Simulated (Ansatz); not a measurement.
Cl2HSSn (`[SH][Sn]([Cl])[Cl]`) radical, 5 atoms. The species carries charge 0 and has multiplicity 2. Correlated methods include outer-core shells of Sn, which these sets cover unevenly. Sn takes the def2 core potential. All runs use 4 threads of a server CPU on a shared host. Correlated methods freeze the cores. Open-shell runs search over several starts.

(1) How many basis functions does each run have, and how long does it take in Ansatz? UKS ωB97M-V/def2-SVP energy; UKS ωB97M-V/def2-QZVPP energy; direct RPA on PBE orbitals/def2-TZVPP energy; UKS SPW92/def2-TZVPP energy; UKS PBE-D4/def2-TZVPP energy and forces; UHF-MP2/def2-QZVPP energy; UKS PBE0-D4/def2-SVP energy; UKS BHLYP-D4/def2-TZVPP energy; UKS PBE0-D4/def2-TZVP relaxation (10 steps); UHF-CCSD(T)/def2-SVP energy; UHF-CCSD(T)/def2-TZVPP energy; UKS revPBE-D4/def2-TZVPP energy. (Estimate.)

Answers

(1) Computed: Other jobs shared the machine, so times are rough.

```json
{"level": "UKS SPW92/def2-TZVPP", "job": "energy", "functions": "190", "wall time": "1.6 s", "peak host memory (GiB)": "0.29"}
{"level": "UKS PBE0-D4/def2-SVP", "job": "energy", "functions": "85", "wall time": "1.8 s", "peak host memory (GiB)": "0.26"}
{"level": "UKS revPBE-D4/def2-TZVPP", "job": "energy", "functions": "190", "wall time": "2.8 s", "peak host memory (GiB)": "0.3"}
{"level": "UKS PBE-D4/def2-TZVPP", "job": "energy and forces", "functions": "190", "wall time": "3.1 s", "peak host memory (GiB)": "0.3"}
{"level": "UKS BHLYP-D4/def2-TZVPP", "job": "energy", "functions": "190", "wall time": "5.5 s", "peak host memory (GiB)": "0.82"}
{"level": "UHF-CCSD(T)/def2-SVP", "job": "energy", "functions": "85", "wall time": "6.5 s", "peak host memory (GiB)": "0.49"}
{"level": "direct RPA on PBE orbitals/def2-TZVPP", "job": "energy", "functions": "190", "wall time": "7 s", "peak host memory (GiB)": "0.54"}
{"level": "UKS ωB97M-V/def2-SVP", "job": "energy", "functions": "85", "wall time": "7.5 s", "peak host memory (GiB)": "0.46"}
{"level": "UHF-MP2/def2-QZVPP", "job": "energy", "functions": "322", "wall time": "15 s", "peak host memory (GiB)": "1.4"}
{"level": "UKS ωB97M-V/def2-QZVPP", "job": "energy", "functions": "322", "wall time": "32 s", "peak host memory (GiB)": "1.8"}
{"level": "UKS PBE0-D4/def2-TZVP", "job": "relaxation (10 steps)", "functions": "167", "wall time": "49 s", "peak host memory (GiB)": "0.64"}
{"level": "UHF-CCSD(T)/def2-TZVPP", "job": "energy", "functions": "190", "wall time": "4.2 min", "peak host memory (GiB)": "5.5"}
```
